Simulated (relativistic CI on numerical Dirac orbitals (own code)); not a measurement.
## La I: q coefficients and field-shift factors

These numbers are calculated, not measured: Dirac-Coulomb-Breit CI, orbitals from a KLI potential per configuration, valence Slater integrals scaled by 0.85, P86 correlation energy added to each configuration, derivatives by finite differences, QED left out (own radial code, finite nucleus).

CI space (outside the closed core [Xe]): 5d.6s2, 5d2.6s, 5d3, 5d.6s.6p, 6s2.4f, 6s2.6p, 5d2.6p, 5d.6s.4f. Levels of other configurations are missing.

With x = (α/α₀)² − 1 an excitation energy changes as ω = ω₀ + qx; K = 2q/ω₀ is the relative enhancement. Terms are leading LS components, so labels can repeat. The field-shift factor is F = δν/δ⟨r²⟩ for the transition from the lowest level.

Lowest level 5d.6s2 2D_3/2.

```
        Level  ω₀ (cm⁻¹)  q (cm⁻¹)     K  F (GHz/fm²)
5d.6s2 2D_5/2      723.5     877.8  2.43       -0.212
5d2.6s 4F_3/2     1117.5      4224  7.56        -3.56
5d2.6s 4F_5/2     1380.6      4336  6.28        -3.43
5d2.6s 4F_7/2     1713.0      4836  5.65        -3.66
5d2.6s 4F_9/2     2202.3      5200  4.72        -3.58
5d2.6s 4P_1/2     6458.5      4404  1.36        -3.55
5d2.6s 4P_3/2     6603.0      4494  1.36        -3.52
5d2.6s 4P_5/2     6822.7      4598  1.35        -3.46
5d2.6s 2P_1/2     8177.8      6556   1.6        -5.25
5d2.6s 2F_5/2     8227.5      5905  1.44        -4.99
5d2.6s 2P_3/2     8392.5      6522  1.55        -5.12
5d2.6s 2F_7/2     8909.1      6326  1.42        -4.89
5d2.6s 2G_9/2     9572.5      5569  1.16        -4.35
```

Correlation outside the listed configurations is missing or only estimated: errors of thousands of cm⁻¹ between configurations and terms are usual at this charge. Rates and lifetimes follow the computed energies and can be off by large factors. The fine structure of a lone outer electron comes out too small, for d and f at times inverted, and misplaced configurations move strength between like terms.
